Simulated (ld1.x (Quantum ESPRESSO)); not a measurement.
rhenium (Re), TM: configuration errors across variants

ld1.x (Quantum ESPRESSO) 7.5 input, shortened:

```
&input
   title='Re', zed=75., rel=2, dft='REVPBE', iswitch=3,
   config='[Xe] 4f14 5d5 6s2 6p0', rel_dist='average'
 /
 &inputp
   pseudotype=2, tm=.true., lloc=1,
   nlcc=.true., rcore=1.40
 /
3
6S  1  0   2.00   0.00  2.00  2.00  0.0
5D  3  2   5.00   0.00  1.90  1.90  0.0
5P  2  1   6.00   0.00  1.40  1.40  0.0
 &test
   configts(1)='5p6 5d5 6s2 6p0'
 /
```

Open shells are filled in proportion to 2j + 1 (rel_dist='average').

All-electron excitation energies from the reference (eV): (1) 5p6 5d5 6s1 6p0 9.172; (2) 5p6 5d5 6s0 6p0 25.363; (3) 5p6 5d4 6s0 6p0 52.386; (4) 5p6 5d5 6s0 6p2 9.753; (5) 5p6 5d5.5 6s1.5 6p0 0.372; (6) 5p6 5d4 6s2 6p1 5.011; (7) 5p6 5d5 6s1.5 6p0 3.749.

6 further variants failed, have other tests or another functional or relativity, and are left out.

A true bound ghost makes a file unfit for plane-wave use even where its test errors are small: the radial tests pick states by their node count and pass the ghost by.

The file “base” misses its own reference levels by 7.7 eV. The file “wave 5p (bound): rc 1.40 bohr becomes 5p (bound): rc 1.32 bohr” misses its own reference levels by 7.7 eV. The file “wave 6s (bound): rc 2.00 bohr becomes 6s (bound): rc 2.48 bohr” misses its own reference levels by 7.7 eV. The file “wave 5d (bound): rc 1.90 bohr becomes 5d (bound): rc 2.92 bohr” misses its own reference levels by 7.7 eV.

Errors AE − PS in meV (a dash: test not solved or not reliable):

```tsv
change	(1)	(2)	(3)	(4)	(5)	(6)	(7)	bound ghosts
base	-8.3	-19	-6.2	+14	-11	-46	-2.2	p1/2 (extra level of the local part), s
wave 5p (bound): rc 1.40 bohr becomes 5p (bound): rc 1.32 bohr	-12	-19	-6.1	-6.0	–	-88	-3.5	p1/2 (extra level of the local part), s
wave 6s (bound): rc 2.00 bohr becomes 6s (bound): rc 2.48 bohr	-9.9	-40	+4.1	-1.3	-10	-18	-2.3	p1/2 (extra level of the local part), s
wave 5d (bound): rc 1.90 bohr becomes 5d (bound): rc 2.92 bohr	-6.9	-18	-28	+15	-6.0	-23	-1.9	s
local potential all-electron potential smoothed inside 1.25 bohr (lloc = -1)	-2.0	-21	-3.2	+86	-2.1	+76	-0.4	s
type RRKJ; local potential the s channel	-3.1	-23	-62	-1124	-6.0	-600	-0.7	none
```

(1) Give the same row for: core correction none.

## Answers

(1) -6.6, -5.2, +25, +17, -10, -41, -1.9; bound ghosts: p1/2 (extra level of the local part), s.
